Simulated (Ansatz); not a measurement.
H₈O₁₀Si₂Ti, SMILES `O[Si](O)(O)[O][Ti]([OH])([OH])[O][Si](O)(O)O`, relaxed with RKS PBE-D4/def2-SVP in Ansatz from a rough embedded geometry. The force threshold is 0.03 eV/Å; the program also tests the step.

Charge 0, multiplicity 1.

Start:

```xyz
21

O    -3.352   -0.666    0.426
Si   -2.035   -0.858   -0.677
O    -1.670    0.658   -1.329
O    -2.366   -1.894   -1.952
O    -0.673   -1.495    0.188
Ti   -0.009   -0.023    1.294
O    -1.500    0.904    2.194
O     1.202   -0.748    2.695
O     0.979    1.325    0.189
Si    2.132    0.413   -0.685
O     2.954   -0.677    0.355
O     3.278    1.490   -1.404
O     1.320   -0.548   -1.925
H    -3.529   -1.639    0.712
H    -1.786    1.327   -0.570
H    -3.200   -1.502   -2.438
H    -1.331    1.847    2.026
H     1.598    0.036    3.066
H     3.458   -0.092    1.002
H     3.592    1.982   -0.670
H     0.936    0.159   -2.499
```

| step | energy (eV) | largest force (eV/Å) | largest move (Å) |
| --- | --- | --- | --- |
| 1 | -59426.6574 | 2.896 | 0.000 |
| 2 | -59428.4479 | 1.413 | 0.200 |
| 3 | -59429.0047 | 1.436 | 0.192 |
| 4 | -59429.2537 | 0.636 | 0.192 |
| 5 | -59429.3813 | 0.384 | 0.194 |
| 6 | -59429.4703 | 0.356 | 0.193 |
| 7 | -59429.5398 | 0.343 | 0.192 |
| 8 | -59429.5947 | 0.355 | 0.195 |
| 9 | -59429.6281 | 0.256 | 0.113 |
| 10 | -59429.6601 | 0.465 | 0.195 |
| 11 | -59429.6914 | 0.287 | 0.093 |
| 13 | -59429.7676 | 0.213 | 0.200 |
| 15 | -59429.7926 | 0.173 | 0.200 |
| 17 (rejected) | -59429.7909 | 0.845 | 0.126 |
| 19 | -59429.8081 | 0.211 | 0.097 |
| 21 | -59429.8149 | 0.299 | 0.075 |
| 23 | -59429.8343 | 0.432 | 0.103 |
| 25 | -59429.9032 | 0.425 | 0.196 |
| 27 | -59430.0125 | 0.238 | 0.194 |
| 29 | -59430.0399 | 0.294 | 0.100 |
| 31 | -59430.0555 | 0.131 | 0.042 |
| 33 | -59430.0667 | 0.136 | 0.118 |
| 35 | -59430.0690 | 0.082 | 0.028 |
| 37 | -59430.0709 | 0.030 | 0.070 |
| 39 | -59430.0714 | 0.036 | 0.017 |
| 40 | -59430.0714 | 0.006 | 0.005 |

End:

```xyz
21

O    -3.676   -0.318   -0.430
Si   -2.117   -0.911   -0.441
O    -1.276    0.152   -1.458
O    -1.950   -2.418   -1.108
O    -1.482   -0.961    1.077
Ti    0.049   -0.220    1.794
O    -0.083    1.556    1.774
O     0.383   -0.868    3.441
O     1.422   -0.474    0.632
Si    2.040    0.392   -0.650
O     3.693    0.322   -0.774
O     1.680    1.993   -0.222
O     1.375   -0.070   -2.085
H    -4.186   -0.579    0.357
H    -1.476    1.093   -1.299
H    -2.318   -2.505   -2.005
H     0.540    2.025    1.152
H     0.699   -0.383    4.224
H     4.017   -0.388   -1.355
H     2.283    2.660   -0.593
H     0.383   -0.097   -2.033
```

Hardware: 11 threads of an AMD EPYC 7R13 on a shared host and a whole NVIDIA H100 80 GB. Wall time 43 s, peak host memory 0.93 GiB.
